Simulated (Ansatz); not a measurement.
Geometry optimisation, Ansatz, RHF/def2-SVP.

The input (input.yaml):

```yaml
crystal:
  periodic: [false, false, false]
  atoms:
    - { symbol: "N", position_ang: [-0.6683, -0.1042, 1.6795] }
    - { symbol: Si, position_ang: [0.0005, -1.0031, 0.3264] }
    - { symbol: Se, position_ang: [-0.5266, -3.2054, 0.5948] }
    - { symbol: Se, position_ang: [-0.7737, -0.2788, -1.672] }
    - { symbol: Si, position_ang: [0.4137, 1.6046, -1.6142] }
    - { symbol: H, position_ang: [-1.7527, -0.0789, 1.5369] }
    - { symbol: H, position_ang: [-0.4019, 0.9373, 1.5369] }
    - { symbol: H, position_ang: [1.5039, -0.8172, 0.3313] }
    - { symbol: H, position_ang: [0.2243, -3.1906, 2.011] }
    - { symbol: H, position_ang: [1.8328, 1.2609, -1.4145] }
    - { symbol: H, position_ang: [-0.0283, 2.4529, -0.4488] }
    - { symbol: H, position_ang: [0.2533, 2.3674, -2.8333] }
basis:
  gaussian: { orbitals: def2-SVP }
hamiltonian:
  xc: hf
relax:
  f_tol: 0.02
  max_steps: 50
output:
  orbitals: {}
```

Command:

```bash
$ ansatz run input.yaml --threads 2 --pin off --max-ram 3072MiB --backend cpu --events-out ev --progress --plain --runs-dir out
```

Task: Where does it end, and by what steps?

Result: The forces met the threshold. The force dipped under the threshold on the way, but the program's further checks kept it going. After 16 steps the energy has fallen by 0.829 eV; H7 moved furthest, 0.73 Å.

```csv
step,energy less start (eV),largest force component (eV/Å),accepted
0,0.0000,3.024,yes
1,-0.6411,1.286,yes
2,-0.7368,0.729,yes
3,-0.7685,0.958,yes
4,-0.7984,0.440,yes
5,-0.8222,0.200,yes
6,-0.8241,0.127,yes
7,-0.8268,0.027,yes
8,-0.8273,0.008,yes
9,-0.8275,0.033,yes
10,-0.8276,0.083,yes
11,-0.8278,0.082,yes
12,-0.8281,0.053,yes
13,-0.8283,0.042,yes
14,-0.8284,0.029,yes
15,-0.8285,0.021,yes
16,-0.8285,0.014,yes
```

```xyz
12
Properties=species:S:1:pos:R:3
N -0.843 -0.217 1.790
Si 0.013 -0.880 0.466
Se -0.278 -3.148 0.434
Se -0.667 -0.264 -1.653
Si 0.558 1.668 -1.864
H -1.821 -0.391 1.923
H -0.562 0.658 2.190
H 1.416 -0.455 0.626
H -0.165 -3.286 1.880
H 2.002 1.375 -1.982
H 0.347 2.545 -0.689
H 0.076 2.340 -3.087
```

Run time: 79 s on 2 threads of Arm Neoverse V2 (shared host), peak memory 0.45 GiB.
